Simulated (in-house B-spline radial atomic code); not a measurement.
Configurations of Nb IV (Nb3+), with energies counted from [Kr] 4d2. Method: non-relativistic HSE06, spin-polarised, spherical fractional occupations, point nucleus. Calculated with an all-electron radial atomic-structure program (B-spline basis). Shells without spins written out take the highest spin.

Caution: exact exchange at fractional occupations of open shells leaves self-interaction of up to several eV.

Occupations are held fixed; configurations that lie above the ionisation limit could autoionise.

```
                                                   configuration  E - E(ref) (eV)  highest orbital  its <r> (bohr)
                                                    [Kr] 4d1 5s1           6.5617            5s up           2.779
                                                    [Kr] 4d1 5d1           20.396            5d up           4.228
                                                    [Kr] 4d1 4f1           22.588            4f up           3.783
                                       [Ar] 3d10 4s2 4p5 4d2 5s1           40.493            5s up           2.737
[Ar] 3d10 4s2 4p(2 up, 3 down) 4d(0 up, 2 down) 5p(0 up, 1 down)           46.553          5p down           3.122
                                       [Ar] 3d10 4s2 4p5 4d2 5f1           61.798            5f up           6.542
                  [Ar] 3d(4 up, 5 down) 4s2 4p6 4d(2 up, 1 down)           216.33          4d down           1.619
```

Task: Order these further configurations by energy, lowest first.
A. [Kr] 4d(1 up, 1 down)
B. [Kr] 4d1 5p1
C. [Ar] 3d10 4s2 4p(2 up, 3 down) 4d(2 up, 0 down) 4f(0 up, 1 down)
D. [Ar] 3d9 4s2 4p6 4d2 5s1
E. [Ar] 3d9 4s2 4p6 4d2 5f1

Result: A (1.3421 eV), B (12.459 eV), C (59.63 eV), D (222.4 eV), E (244.06 eV).

Task: How far above the reference does [Kr] 4d(0 up, 1 down) 4f(1 up, 0 down) lie?

Result: 22.877 eV; its least bound orbital is 4f up with <r> = 3.911 bohr.

Task: How far above the reference does [Ar] 3d10 4s2 4p5 4d3 lie?

Result: 32.152 eV; its least bound orbital is 4d up with <r> = 1.656 bohr.

Task: How far above the reference does [Ar] 3d9 4s2 4p6 4d2 4f1 lie?

Result: 239.09 eV; its least bound orbital is 4f up with <r> = 3.613 bohr.
